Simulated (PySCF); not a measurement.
**Computed structure and properties of [Pb(CH3)2]2+**

System: [Pb(CH3)2]2+ (singlet); start: template (C2v). Method: PySCF 2.14.0, RKS PBE0, Pb def2-SVP with ECP60, C def2-SVP, H def2-SVP; non-relativistic Hamiltonian with scalar-relativistic core potentials where named; density fitting; no spin-orbit coupling.

Input of the relaxation:

```python
mol = gto.M(atom='''
Pb     0.00000    -0.00000    -0.11644
C      1.99440    -0.00000     0.77606
H      2.74580    -0.00000    -0.01354
H      2.11610     0.89000     1.39356
H      2.11610    -0.89000     1.39356
C     -1.99440     0.00000     0.77606
H     -2.74580     0.00000    -0.01354
H     -2.11610    -0.89000     1.39356
H     -2.11610     0.89000     1.39356''',
    basis={'Pb': 'def2-SVP', 'C': 'def2-SVP', 'H': 'def2-SVP'},
    ecp={'Pb': 'def2-SVP'},
    charge=2, spin=0)
mf = dft.RKS(mol, xc='PBE0')
mf.grids.atom_grid = (50, 194)
mf = mf.density_fit()  # fitting sets: Pb def2-universal-JKFIT, C def2-universal-JKFIT, H def2-universal-JKFIT
mf.conv_tol = 1e-08; mf.max_cycle = 55
mf.kernel(dm0)  # dm0: converged density of the start geometry
# quasi-Newton relaxation in Cartesian coordinates to a largest gradient under 0.00045 Eh/bohr, steps kept in the point group
```

Run from Python with OMP_NUM_THREADS=2; the lines above give its settings. Where DIIS fails, smearing, a level shift and second-order steps follow.
It took 29 s on 2 threads of Arm Neoverse V1 (shared host), from the converged density of the start.

Course of the relaxation:

```json
{"step": "0", "energy above end (eV)": "0.8837", "largest force component within the symmetry (eV/Å)": "1.674"}
{"step": "1", "energy above end (eV)": "0.4283", "largest force component within the symmetry (eV/Å)": "0.976"}
{"step": "2", "energy above end (eV)": "0.2703", "largest force component within the symmetry (eV/Å)": "0.441"}
{"step": "3", "energy above end (eV)": "0.1955", "largest force component within the symmetry (eV/Å)": "0.370"}
{"step": "4", "energy above end (eV)": "0.1330", "largest force component within the symmetry (eV/Å)": "0.464"}
{"step": "5", "energy above end (eV)": "0.0833", "largest force component within the symmetry (eV/Å)": "0.353"}
{"step": "6", "energy above end (eV)": "0.0485", "largest force component within the symmetry (eV/Å)": "0.219"}
{"step": "7", "energy above end (eV)": "0.0185", "largest force component within the symmetry (eV/Å)": "0.197"}
{"step": "8", "energy above end (eV)": "0.0049", "largest force component within the symmetry (eV/Å)": "0.148"}
{"step": "9", "energy above end (eV)": "0.0051", "largest force component within the symmetry (eV/Å)": "0.359"}
{"step": "10", "energy above end (eV)": "0.0001", "largest force component within the symmetry (eV/Å)": "0.032"}
{"step": "11", "energy above end (eV)": "0.0000", "largest force component within the symmetry (eV/Å)": "0.019"}
{"step": "12", "energy above end (eV)": "0.0000", "largest force component within the symmetry (eV/Å)": "0.007"}
```

Relaxed geometry (D3h):

```xyz
9

Pb    0.0000    0.0000    0.7778
C     2.2275    0.0000    0.7760
H     2.5046    0.0000   -0.2928
H     2.5074    0.9253    1.3096
H     2.5074   -0.9253    1.3096
C    -2.2275    0.0000    0.7760
H    -2.5046    0.0000   -0.2928
H    -2.5074   -0.9253    1.3096
H    -2.5074    0.9253    1.3096
```

```csv
contact,Å
Pb1–C2 (CH3),2.227
Pb1–C6 (CH3),2.227
```

On the finer grid (75, 302):

- HOMO: -19.75 eV
- LUMO: -13.76 eV
- Dipole about the centre of mass: 0.01 D
- Set of Mulliken populations of Pb1 outside the core potential: s 3.79, p 6.86, d 10.12
- D3(BJ) dispersion energy (not in the energies): -0.133 eV

```tsv
atom	Mulliken (e)	Löwdin (e)	spin (e)
Pb1	1.23	1.44	0.00
C2	-0.26	-0.06	0.00
H3	0.22	0.11	0.00
H4	0.22	0.11	0.00
H5	0.22	0.11	0.00
C6	-0.26	-0.06	0.00
H7	0.22	0.11	0.00
H8	0.22	0.11	0.00
H9	0.22	0.11	0.00
```

A rough frequency check found all modes real, so this is a minimum.

Taking off one CH3 (charge -1, singlet; the rest: singlet) in vacuum, both parts rigid, costs 27.46 eV; the small basis without counterpoise inflates it. Most of it is the attraction of opposite charges; other ways to part are cheaper, and one spin state was tried for the rest.

Rigid scan of CH3 along the line from its metal:

distance to C2 (Å), energy (eV) and a bar:
```
     1.93      0.664 ##############################
     2.03      0.245 ###########
     2.13      0.051 ##
     2.23      0.000 
     2.33      0.037 ##
     2.43      0.126 ######
     2.63      0.373 #################
```

One start shape was tried, so this needn't be the lowest isomer.
